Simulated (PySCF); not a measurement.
## SnCl: a composite coupled-cluster calculation

State: ²Π, doublet, unpaired electrons π ↑. De refers to Sn + Cl. ROHF-based CCSD(T) in PySCF 2.14 with Sn cc-pwCVDZ-PP with ECP28, Cl aug-cc-pV(D+d)Z and Sn cc-pwCVTZ-PP with ECP28, Cl aug-cc-pV(T+d)Z (frozen core orbitals: 9; scalar-relativistic core potentials). Correlation energies are extrapolated as n⁻³ (n = 2, 3), Hartree–Fock as (n+1)·exp(−9√n).

```
      Level  Re (Å)  ωe (cm⁻¹)  ωexe (cm⁻¹)  αe (cm⁻¹)  De (eV)
 CCSD(T)/DZ  2.4146      328.1        0.899   0.000450    3.570
 CCSD(T)/TZ  2.3725      348.0         1.04   0.000478    3.808
     HF/CBS  2.3829      345.1         1.08   0.000488    2.838
    MP2/CBS  2.3524      357.6         1.06   0.000479    4.014
   CCSD/CBS  2.3612      354.9         1.07   0.000480    3.729
CCSD(T)/CBS  2.3637      353.0         1.06   0.000480    3.882
```

How much is left between CCSD(T)/TZ and the basis-set limit, and how much do the triples give at the limit?

CCSD(T)/CBS less CCSD(T)/TZ: -8.8 mÅ in Re, +5.0 cm⁻¹ in ωe and +0.074 eV in De. CCSD(T)/CBS less CCSD/CBS: +2.5 mÅ in Re, -1.9 cm⁻¹ in ωe and +0.153 eV in De.

The T1 diagnostic is 0.016. The state was picked by a PBE0 search and need not be the measured ground state. Spin–orbit coupling, excitations beyond (T) and corrections to the Born–Oppenheimer picture are left out, and spin–orbit coupling matters for open p, d or f shells this heavy.

The whole job (state search and all basis sets along the bond) took about 28 min on 4 threads of Arm Neoverse V2 (shared host), peak memory 13 GiB.
